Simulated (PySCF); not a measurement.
C₃H₇O₂, SMILES O[C](CO)C, multiplicity 2. Atoms are numbered in the order given.

```xyz
12

C      1.3980    -0.8022     0.5194
C      0.5479     0.1123    -0.2931
O      0.7153     1.4389     0.0394
C     -0.8195    -0.2979    -0.7302
O     -1.7296    -0.4891     0.3557
H      1.0135    -0.9101     1.5543
H      1.4201    -1.8087     0.0748
H      2.4280    -0.4192     0.5879
H      0.1725     1.9797    -0.5519
H     -0.7757    -1.2631    -1.2579
H     -1.2187     0.4478    -1.4538
H     -1.6837     0.3025     0.9093
```
Charge 0, spin multiplicity 2.

Geometry optimised at B3LYP-D3(BJ)/def2-SVP. The isomer is the one that the SMILES or the coordinates give; other isomers of the formula were not compared. The values are those of a single conformer.

All values below come from PBE0/def2-TZVP in PySCF.

The molecule is in vacuum.

Computed frontier levels, dipole moment and polarisability:
```json
{
  "α spin, highest occupied and lowest empty level": "-5.15 and 0.58 eV",
  "β spin, highest occupied and lowest empty level": "-8.01 and -0.77 eV",
  "dipole_moment": "1.39 D",
  "quadrupole, principal values (traceless, Buckingham form, about the centre of nuclear charge)": "-9.74, 1.89, 7.85 D·Å",
  "mean_static_polarisability": "46.3 bohr³ (6.86 Å³)",
  "polarisability_principal_values": "41.9, 46.8, 50.0 bohr³",
  "⟨S²⟩": "0.755 (pure state 0.75)"
}
```
